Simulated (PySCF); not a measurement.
C7H10O2Si, SMILES c1ccc([SiH2]CC(=O)C)o1, GFN2-xTB optimised geometry.

```
20

C     -1.57     0.22     3.08
C     -1.90    -1.14     2.53
O     -1.78    -2.15     3.18
C     -2.37    -1.15     1.11
Si    -0.92    -1.64    -0.04
C      0.36    -0.27     0.00
C      1.73    -0.27     0.00
C      2.14     1.08     0.00
C      0.99     1.82     0.00
O     -0.08     1.02     0.00
H     -0.98     0.78     2.37
H     -2.50     0.77     3.25
H     -1.04     0.13     4.02
H     -2.77    -0.19     0.82
H     -3.14    -1.91     0.99
H     -0.28    -2.88     0.41
H     -1.47    -1.78    -1.39
H      2.36    -1.13     0.00
H      3.14     1.46     0.00
H      0.82     2.88     0.00
```

Density from CAM-B3LYP/def2-SVP run with PySCF at that geometry.

Minimum of the electron density along straight lines between bonded atoms, close to the bond critical point (lines longer than 1.1 times the sum of covalent radii, or with two minima, are not listed):

```json
[
 {"bond": "C1–C2", "length / Å": "1.509", "ρ at the minimum / e bohr⁻³": "0.260", "∇²ρ there / e bohr⁻⁵": "-0.64", "position (fraction from the first atom)": "0.49"},
 {"bond": "C2–O3", "length / Å": "1.208", "ρ at the minimum / e bohr⁻³": "0.412", "∇²ρ there / e bohr⁻⁵": "0.33", "position (fraction from the first atom)": "0.33"},
 {"bond": "C2–C4", "length / Å": "1.493", "ρ at the minimum / e bohr⁻³": "0.264", "∇²ρ there / e bohr⁻⁵": "-0.64", "position (fraction from the first atom)": "0.51"},
 {"bond": "C4–Si5", "length / Å": "1.918", "ρ at the minimum / e bohr⁻³": "0.107", "∇²ρ there / e bohr⁻⁵": "0.30", "position (fraction from the first atom)": "0.62"},
 {"bond": "Si5–C6", "length / Å": "1.876", "ρ at the minimum / e bohr⁻³": "0.113", "∇²ρ there / e bohr⁻⁵": "[?]", "position (fraction from the first atom)": "0.38"},
 {"bond": "C6–C7", "length / Å": "1.370", "ρ at the minimum / e bohr⁻³": "0.324", "∇²ρ there / e bohr⁻⁵": "-0.83", "position (fraction from the first atom)": "0.51"},
 {"bond": "C7–C8", "length / Å": "1.412", "ρ at the minimum / e bohr⁻³": "0.295", "∇²ρ there / e bohr⁻⁵": "-0.72", "position (fraction from the first atom)": "0.50"},
 {"bond": "C8–C9", "length / Å": "1.361", "ρ at the minimum / e bohr⁻³": "0.328", "∇²ρ there / e bohr⁻⁵": "-0.85", "position (fraction from the first atom)": "0.48"},
 {"bond": "C6–O10", "length / Å": "1.359", "ρ at the minimum / e bohr⁻³": "0.276", "∇²ρ there / e bohr⁻⁵": "0.08", "position (fraction from the first atom)": "0.33"},
 {"bond": "C9–O10", "length / Å": "1.339", "ρ at the minimum / e bohr⁻³": "0.293", "∇²ρ there / e bohr⁻⁵": "[?]", "position (fraction from the first atom)": "0.33"},
 {"bond": "C1–H11", "length / Å": "1.086", "ρ at the minimum / e bohr⁻³": "0.277", "∇²ρ there / e bohr⁻⁵": "-1.04", "position (fraction from the first atom)": "0.63"},
 {"bond": "C1–H12", "length / Å": "1.089", "ρ at the minimum / e bohr⁻³": "0.273", "∇²ρ there / e bohr⁻⁵": "-1.00", "position (fraction from the first atom)": "0.63"},
 {"bond": "C1–H13", "length / Å": "1.087", "ρ at the minimum / e bohr⁻³": "0.278", "∇²ρ there / e bohr⁻⁵": "-1.05", "position (fraction from the first atom)": "0.64"},
 {"bond": "C4–H14", "length / Å": "1.088", "ρ at the minimum / e bohr⁻³": "0.274", "∇²ρ there / e bohr⁻⁵": "-0.99", "position (fraction from the first atom)": "0.63"},
 {"bond": "C4–H15", "length / Å": "1.089", "ρ at the minimum / e bohr⁻³": "0.272", "∇²ρ there / e bohr⁻⁵": "-0.99", "position (fraction from the first atom)": "0.63"},
 {"bond": "Si5–H16", "length / Å": "1.460", "ρ at the minimum / e bohr⁻³": "0.120", "∇²ρ there / e bohr⁻⁵": "0.33", "position (fraction from the first atom)": "0.49"},
 {"bond": "Si5–H17", "length / Å": "1.469", "ρ at the minimum / e bohr⁻³": "0.117", "∇²ρ there / e bohr⁻⁵": "0.32", "position (fraction from the first atom)": "0.49"},
 {"bond": "C7–H18", "length / Å": "1.071", "ρ at the minimum / e bohr⁻³": "0.287", "∇²ρ there / e bohr⁻⁵": "-1.13", "position (fraction from the first atom)": "0.64"},
 {"bond": "C8–H19", "length / Å": "1.071", "ρ at the minimum / e bohr⁻³": "0.286", "∇²ρ there / e bohr⁻⁵": "-1.12", "position (fraction from the first atom)": "0.64"},
 {"bond": "C9–H20", "length / Å": "1.073", "ρ at the minimum / e bohr⁻³": "0.291", "∇²ρ there / e bohr⁻⁵": "-1.19", "position (fraction from the first atom)": "0.65"}
]
```

Task: What belongs in the gaps?

Result: 
- Si5–C6, ∇²ρ there / e bohr⁻⁵: 0.37
- C9–O10, ∇²ρ there / e bohr⁻⁵: 0.06
